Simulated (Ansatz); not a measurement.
Reactions of `[CH3][AlH][O][SiH3]`.

Gas-phase electronic energies from Ansatz, PBE0-D4/def2-TZVP geometries. CBS: MP2 limit from def2 TZ/QZ plus the TZ coupled-cluster correction, frozen cores. This one scheme is used for every species, atoms too. DFT in def2-TZVPP. No spin–orbit coupling; open shells (•) take unrestricted orbitals. Spin–orbit coupling would lower the free atoms: a little for F. Bonds to Se are less sure, by a few kJ/mol each and by 10 to 20 or more in all where they break to atoms, as the def2 sets lack core-valence functions. Scalar relativity is left out up to krypton. One conformer a species, not always the lowest.

```tsv
reaction	PBE0-D4 (eV)	r2SCAN-D4 (eV)
`[CH3][AlH][O][SiH3]` → `[AlH2][O][SiH3]` + `[CH2]` (triplet)	4.98	4.81
`[CH3][AlH][O][SiH3]` + `BC[SiH2]S` → `BC[SiH2]S[SiH3]` + `[CH3][AlH][OH]`	0.34	0.42
`[CH3][AlH][O][SiH3]` + F• → `[CH3][Al][O][SiH3]`• + H–F	-2.30	-2.32
`[CH3][AlH][O][SiH3]` → `[AlH2][O]C[SiH3]`	2.29	2.39
`[CH3][AlH][O][SiH3]` + `C[SeH]` → `[CH3][AlH][Se]C` + `O[SiH3]`	0.36	0.44
`[CH3][AlH][O][SiH3]` + `N=CBO` → `N=C([SiH3])BO` + `[CH3][AlH][OH]`	1.27	1.33
`[CH3][AlH][O][SiH3]` + `FC(F)O[SiH3]` → `C[SiH2]OC(F)F` + `[AlH2][O][SiH3]`	-0.01	0.00
`[CH3][AlH][O][SiH3]` + SiH₄ → `[SiH3][O][AlH][SiH3]` + CH₄	-0.16	-0.10
`[CH3][AlH][O][SiH3]` → `[CH3][Al][O][SiH3]`• + H•	3.60	3.64
`[CH3][AlH][O][SiH3]` + `CC[Si]O` → `CC[Si]OC` + `[AlH2][O][SiH3]`	1.10	1.12
```

(1) Give the CCSD(T)/CBS values in the same order. (Estimate.)

Largest T1 diagnostic: 0.014, for `N=CBO`.

Results:

(1) Computed: 5.00, 0.46, -2.31, 2.42, 0.43, 1.35, -0.01, -0.07, 3.87, 1.10 eV.
